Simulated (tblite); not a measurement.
Parent: `[SiH3:1][O:2][CH2:3][C:4]1([Cl:5])[CH2:6][CH2:7]1` with Si1–O2–C3–C4 180°, O2–C3–C4–Cl5 180°, C4H9ClOSi.

The geometries are computed with GFN2-xTB (gas phase). One conformer each, not checked by frequencies here.

```tsv
coordinate of the parent	value
Si1–O2	1.623 Å
O2–C3	1.389 Å
C3–C4	1.515 Å
C4–Cl5	1.762 Å
C4–C6	1.494 Å
C6–C7	1.503 Å
C4–C7	1.494 Å
Si1–O2–C3	129.0°
O2–C3–C4	109.8°
C3–C4–Cl5	110.5°
C3–C4–C6	121.1°
C3–C4–C7	121.1°
Cl5–C4–C6	117.9°
Cl5–C4–C7	117.9°
C6–C4–C7	60.4°
C4–C6–C7	59.8°
C4–C7–C6	59.8°
```

**Question.** How does the shared frame change in `[CH3:1][O:2][CH2:3][C@@H:4]1[CH2:5][C@:6]1([Cl:7])[CH2:8][O:9][SiH3:10]` with C1–O2–C3–C4 -176°, O2–C3–C4–C5 143°, C5–C6–C8–O9 -17°, C6–C8–O9–Si10 -170°, C6H13ClO2Si? Atoms pair as Si1 = Si10, O2 = O9, C3 = C8, C4 = C6, Cl5 = Cl7, C6 = C4, C7 = C5 (parent first).

**Answer.** 
```json
{"parent": "Si1–O2", "relative": "Si10–O9", "value in the relative": "1.622 Å", "change": "-0.001"}
{"parent": "O2–C3", "relative": "O9–C8", "value in the relative": "1.391 Å", "change": "+0.002"}
{"parent": "C3–C4", "relative": "C8–C6", "value in the relative": "1.517 Å", "change": "+0.002"}
{"parent": "C4–Cl5", "relative": "C6–Cl7", "value in the relative": "1.760 Å", "change": "-0.002"}
{"parent": "C4–C6", "relative": "C6–C4", "value in the relative": "1.502 Å", "change": "+0.008"}
{"parent": "C6–C7", "relative": "C4–C5", "value in the relative": "1.505 Å", "change": "+0.002"}
{"parent": "C4–C7", "relative": "C6–C5", "value in the relative": "1.494 Å", "change": "0.000"}
{"parent": "Si1–O2–C3", "relative": "Si10–O9–C8", "value in the relative": "128.6°", "change": "-0.4"}
{"parent": "O2–C3–C4", "relative": "O9–C8–C6", "value in the relative": "110.9°", "change": "+1.1"}
{"parent": "C3–C4–Cl5", "relative": "C8–C6–Cl7", "value in the relative": "110.2°", "change": "-0.3"}
{"parent": "C3–C4–C6", "relative": "C8–C6–C4", "value in the relative": "122.7°", "change": "+1.6"}
{"parent": "C3–C4–C7", "relative": "C8–C6–C5", "value in the relative": "122.4°", "change": "+1.3"}
{"parent": "Cl5–C4–C6", "relative": "Cl7–C6–C4", "value in the relative": "116.2°", "change": "-1.7"}
{"parent": "Cl5–C4–C7", "relative": "Cl7–C6–C5", "value in the relative": "117.3°", "change": "-0.6"}
{"parent": "C6–C4–C7", "relative": "C4–C6–C5", "value in the relative": "60.3°", "change": "-0.1"}
{"parent": "C4–C6–C7", "relative": "C6–C4–C5", "value in the relative": "59.6°", "change": "-0.2"}
{"parent": "C4–C7–C6", "relative": "C6–C5–C4", "value in the relative": "60.1°", "change": "+0.3"}
```

Of the parent's bonds, C4–C6 changes most (+0.008 Å). Bonds of the relative outside the shared frame: C1–O2 1.403, O2–C3 1.413, C3–C4 1.509 Å. Point group Cs → C1.

**Question.** How does the shared frame change in `[CH3:1][C:2](=[O:3])[C@@H:4]1[CH2:5][C@@:6]1([Cl:7])[CH2:8][O:9][SiH3:10]` with C1–C2–C4–C5 179°, C5–C6–C8–O9 129°, C6–C8–O9–Si10 164°, C6H11ClO2Si? Atoms pair as Si1 = Si10, O2 = O9, C3 = C8, C4 = C6, Cl5 = Cl7, C6 = C4, C7 = C5 (parent first).

**Answer.** 
| parent | relative | value in the relative | change |
| --- | --- | --- | --- |
| Si1–O2 | Si10–O9 | 1.623 Å | 0.000 |
| O2–C3 | O9–C8 | 1.392 Å | +0.003 |
| C3–C4 | C8–C6 | 1.513 Å | -0.002 |
| C4–Cl5 | C6–Cl7 | 1.761 Å | -0.001 |
| C4–C6 | C6–C4 | 1.515 Å | +0.021 |
| C6–C7 | C4–C5 | 1.506 Å | +0.003 |
| C4–C7 | C6–C5 | 1.490 Å | -0.004 |
| Si1–O2–C3 | Si10–O9–C8 | 129.7° | +0.7 |
| O2–C3–C4 | O9–C8–C6 | 109.3° | -0.5 |
| C3–C4–Cl5 | C8–C6–Cl7 | 112.2° | +1.7 |
| C3–C4–C6 | C8–C6–C4 | 117.4° | -3.7 |
| C3–C4–C7 | C8–C6–C5 | 121.7° | +0.6 |
| Cl5–C4–C6 | Cl7–C6–C4 | 118.0° | +0.1 |
| Cl5–C4–C7 | Cl7–C6–C5 | 118.1° | +0.2 |
| C6–C4–C7 | C4–C6–C5 | 60.2° | -0.2 |
| C4–C6–C7 | C6–C4–C5 | 59.1° | -0.7 |
| C4–C7–C6 | C6–C5–C4 | 60.7° | +0.9 |

Of the parent's bonds, C4–C6 changes most (+0.021 Å). Bonds of the relative outside the shared frame: C1–C2 1.505, C2=O3 1.204, C2–C4 1.497 Å. Point group Cs → C1.

**Question.** How does the shared frame change in `[O:1]=[CH:2][O:3][C@@H:4]1[CH2:5][C@@:6]1([Cl:7])[CH2:8][O:9][SiH3:10]` with O1–C2–O3–C4 2°, C2–O3–C4–C5 155°, C5–C6–C8–O9 32°, C6–C8–O9–Si10 179°, C5H9ClO3Si? Atoms pair as Si1 = Si10, O2 = O9, C3 = C8, C4 = C6, Cl5 = Cl7, C6 = C4, C7 = C5 (parent first).

**Answer.** 
| parent | relative | value in the relative | change |
| --- | --- | --- | --- |
| Si1–O2 | Si10–O9 | 1.627 Å | +0.004 |
| O2–C3 | O9–C8 | 1.388 Å | -0.001 |
| C3–C4 | C8–C6 | 1.515 Å | 0.000 |
| C4–Cl5 | C6–Cl7 | 1.754 Å | -0.008 |
| C4–C6 | C6–C4 | 1.505 Å | +0.011 |
| C6–C7 | C4–C5 | 1.498 Å | -0.005 |
| C4–C7 | C6–C5 | 1.499 Å | +0.005 |
| Si1–O2–C3 | Si10–O9–C8 | 128.6° | -0.4 |
| O2–C3–C4 | O9–C8–C6 | 109.2° | -0.6 |
| C3–C4–Cl5 | C8–C6–Cl7 | 111.8° | +1.3 |
| C3–C4–C6 | C8–C6–C4 | 119.7° | -1.4 |
| C3–C4–C7 | C8–C6–C5 | 121.3° | +0.2 |
| Cl5–C4–C6 | Cl7–C6–C4 | 117.4° | -0.5 |
| Cl5–C4–C7 | Cl7–C6–C5 | 117.8° | -0.1 |
| C6–C4–C7 | C4–C6–C5 | 59.8° | -0.6 |
| C4–C6–C7 | C6–C4–C5 | 59.9° | +0.1 |
| C4–C7–C6 | C6–C5–C4 | 60.3° | +0.5 |

Of the parent's bonds, C4–C6 changes most (+0.011 Å). Bonds of the relative outside the shared frame: O1=C2 1.193, C2–O3 1.327, O3–C4 1.406 Å. Point group Cs → C1.
